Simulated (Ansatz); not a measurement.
Ga₆N₆, a cluster cut from wurtzite GaN (bare). Charge 0, multiplicity 1. Geometry PBE-D4/def2-SVP; atoms count from 1.

Cartesian coordinates in Å:
```
N 2.157 0.176 -0.771
Ga 0.599 0.493 -1.831
Ga 1.182 -1.563 -0.343
N -0.059 -1.436 -1.792
N -1.120 1.277 -1.546
Ga -1.600 -0.628 -1.001
Ga 1.600 0.628 1.001
N 1.121 -1.278 1.546
N 0.059 1.436 1.791
Ga -1.182 1.563 0.343
Ga -0.599 -0.493 1.831
N -2.158 -0.176 0.771
```

Estimate the Mulliken populations from the PBE0/def2-SVP orbitals of Ansatz.


| atom | charge (e) |
| --- | --- |
| N1 | -0.62 |
| Ga2 | 0.62 |
| Ga3 | 0.62 |
| N4 | -0.62 |
| N5 | -0.62 |
| Ga6 | 0.62 |
| Ga7 | 0.62 |
| N8 | -0.62 |
| N9 | -0.62 |
| Ga10 | 0.62 |
| Ga11 | 0.62 |
| N12 | -0.62 |
Mulliken values and Mayer orders depend strongly on the basis.

And the Mayer bond orders between bonded heavy atoms (over 0.3)?

N1–Ga2 0.97 (1.91 Å); N1–Ga3 0.72 (2.04 Å); N1–Ga7 0.97 (1.91 Å); Ga2–N4 0.72 (2.04 Å); Ga2–N5 0.97 (1.91 Å); Ga3–N4 0.97 (1.91 Å); Ga3–N8 0.97 (1.91 Å); N4–Ga6 0.97 (1.91 Å); N5–Ga6 0.72 (2.04 Å); N5–Ga10 0.97 (1.91 Å); Ga6–N12 0.97 (1.91 Å); Ga7–N8 0.72 (2.04 Å); Ga7–N9 0.97 (1.91 Å); N8–Ga11 0.97 (1.91 Å); N9–Ga10 0.97 (1.91 Å); N9–Ga11 0.72 (2.04 Å); Ga10–N12 0.72 (2.04 Å); Ga11–N12 0.97 (1.91 Å).
